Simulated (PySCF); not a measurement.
naphthalene (C10H8), SMILES c12ccccc1cccc2. Heavy atoms are numbered as in [cH:1]1[cH:2][cH:3][c:4]2[cH:5][cH:6][cH:7][cH:8][c:9]2[cH:10]1. Hydrogens are named by the atom that carries them.

Geometry optimised at r2SCAN-D4/def2-SVP.

Calculation: PySCF with B3LYP/pcSseg-1.

GIAO shieldings, no solvent; atoms alike by connectivity are averaged. δ = σ(ref) − σ: ¹³C against TMS (σ = 181.3 ppm); ¹H against TMS (σ = 31.68 ppm), references at their B3LYP-D3(BJ)/def2-TZVP geometries, non-relativistic.

| nucleus | atoms | count | δ (ppm) |
|---|---|---|---|
| ¹³C | C4 | 2 | 141.8 |
| ¹³C | C3 (CH) | 4 | 137.1 |
| ¹³C | C1 (CH) | 4 | 134.6 |
| ¹H | H on C3 | 4 | 8.17 |
| ¹H | H on C1 | 4 | 7.87 |
